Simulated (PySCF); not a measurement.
How methods differ on the ionisation energy of Ta

Ta [Xe] 4f14 5d3 6s2 (4F) → Ta⁺ [Xe] 4f14 5d3 6s1 (5F), as a difference of total energies. All numbers are calculated (PySCF 2.14, scalar relativity by spin-free X2C-1e, in x2c-QZVPPall (16s10p9d5f2g, 144 functions)). The calculations carry no spin-orbit coupling.

```csv
method,ionisation energy (eV)
UHF,5.737
B3LYP,7.570
revPBE,7.223
```

For comparison: 7.573 eV (measured; NIST levels, between the centres of gravity of the two terms).
